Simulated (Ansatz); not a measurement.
Hg₅Te₅H₁₈⁺. Total charge 1; doublet. Geometry PBE-D4/def2-SVP, that of the neutral singlet; atoms count from 1.

```xyz
28

Hg    4.627    0.253   -0.814
Hg    1.048    2.714    5.564
Hg    2.803   -2.527   -2.748
Hg   -4.692   -3.249   -2.618
Hg   -0.833    1.852   -0.767
Te    1.023   -0.166   -0.617
Te   -1.077    2.038    2.654
Te    2.650    1.654    2.174
Te   -3.432   -0.410   -0.675
Te   -1.006   -2.077   -3.054
H     4.818   -1.316   -0.265
H     4.471    1.816   -1.384
H     1.330    1.083    5.790
H     0.796    4.351    5.375
H     2.419   -3.974   -2.015
H     3.225   -1.091   -3.501
H    -3.847   -4.328   -1.665
H    -5.552   -2.209   -3.598
H    -1.719    3.207   -1.133
H     0.206   -0.943    0.631
H    -0.829    0.384    2.801
H    -2.752    1.776    2.773
H     3.386    2.759    3.237
H     2.528    2.871    1.024
H    -2.540   -1.424    0.322
H    -4.233    0.198    0.694
H    -1.927   -2.653   -4.363
H    -0.892   -0.586   -3.819
```

In the def2 sets Hg, Te take a core potential; there is no spin–orbit coupling. Single mean-field runs in def2-TZVP are fitted with def2-universal-jkfit. In the doublet geometry the species has come apart into loosely held pieces.

**Question.** Estimate the Mulliken populations from the PBE0/def2-TZVP orbitals of Ansatz.

**Answer.** 
| atom | charge (e) | spin (α − β) | d electrons |
| --- | --- | --- | --- |
| Hg1 | 0.17 | 0.01 | 9.85 |
| Hg2 | 0.16 | 0.01 | 9.85 |
| Hg3 | 0.17 | 0.00 | 9.85 |
| Hg4 | 0.16 | 0.01 | 9.85 |
| Hg5 | 0.28 | -0.03 | 9.89 |
| Te6 | -0.06 | 0.61 | – |
| Te7 | 0.02 | 0.17 | – |
| Te8 | -0.14 | 0.01 | – |
| Te9 | 0.02 | 0.18 | – |
| Te10 | -0.12 | 0.02 | – |
| H11 | -0.08 | 0.00 | – |
| H12 | -0.09 | 0.00 | – |
| H13 | -0.09 | 0.00 | – |
| H14 | -0.08 | 0.00 | – |
| H15 | -0.07 | 0.00 | – |
| H16 | -0.09 | 0.01 | – |
| H17 | -0.09 | 0.00 | – |
| H18 | -0.07 | 0.00 | – |
| H19 | 0.01 | -0.01 | – |
| H20 | 0.12 | -0.02 | – |
| H21 | 0.11 | -0.01 | – |
| H22 | 0.09 | -0.01 | – |
| H23 | 0.12 | 0.03 | – |
| H24 | 0.12 | 0.00 | – |
| H25 | 0.11 | -0.01 | – |
| H26 | 0.10 | -0.01 | – |
| H27 | 0.12 | 0.03 | – |
| H28 | 0.11 | 0.00 | – |
Mulliken values and Mayer orders depend strongly on the basis.

**Question.** Where does the spin sit?

**Answer.** Summed by element: Hg -0.01, Te 0.99, H 0.02, of 1 unpaired in all. Largest on single atoms: Te6 0.61, Te9 0.18, Te7 0.17.

**Question.** And the Mayer bond orders between bonded heavy atoms (over 0.3)?

**Answer.** Hg5–Te6 0.69 (2.75 Å).
